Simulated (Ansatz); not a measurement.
`[MgH][Br]` + H₂O → `[OH][MgH]` + HBr at 600 K and 1 bar (formal hydrolysis of a Mg–Br bond).

Calculated with Ansatz (gas phase, PBE0-D4/def2-TZVP geometries, no zero-point term in ΔE). CCSD(T)/CBS is the MP2 limit (def2-TZVPP, def2-QZVPP) plus CCSD(T) − MP2 in def2-TZVPP, frozen cores. This one scheme is used for every species. For Br, Mg outer-core shells are correlated without core-valence functions, which leaves a few kJ/mol of doubt a bond. Scalar relativity is left out up to krypton.

```tsv
species	CCSD(T)/CBS energy (Eh)	H − E (kJ/mol)	S (J/(mol·K))
`[MgH][Br]`	-2773.87245	43.6	288.0
H₂O	-76.37941	76.8	212.8
`[OH][MgH]`	-276.29839	79.1	298.4
HBr	-2573.91920	33.5	219.1
```

H − E and S are ideal-gas, rigid-rotor, harmonic terms from PBE0-D4/def2-TZVP. 1 Eh = 2625.50 kJ/mol, R = 8.31446 J/(mol·K).

By hand: ΔE, ΔH, ΔS and ΔG.

ΔE = (-276.29839) + (-2573.91920) − (-2773.87245) − (-76.37941) = 0.03427 Eh = 90.0 kJ/mol. Δ(H − E) = 79.1 + 33.5 − 43.6 − 76.8 = -7.8, so ΔH = 82.2 kJ/mol. ΔS = 298.4 + 219.1 − 288.0 − 212.8 = 16.7 J/(mol·K). ΔG = 82.2 − 600 × (16.7)/1000 = 72.2 kJ/mol.

By hand: the equilibrium constant, and the temperature at which ΔG would vanish if ΔH and ΔS stayed fixed.

log₁₀ K = −ΔG/(RT ln 10) = -6.3. ΔG = 0 at ΔH/ΔS = 4922 K, far beyond where these terms or the molecules hold.

ΔH outweighs TΔS. A doubt of 5 kJ/mol in ΔE shifts log₁₀ K by 0.4 here. These are equilibria of isolated gas molecules and say nothing of rates. Largest T1 diagnostic: 0.010 (customary marks: 0.02 for closed shells, 0.045 for open ones).
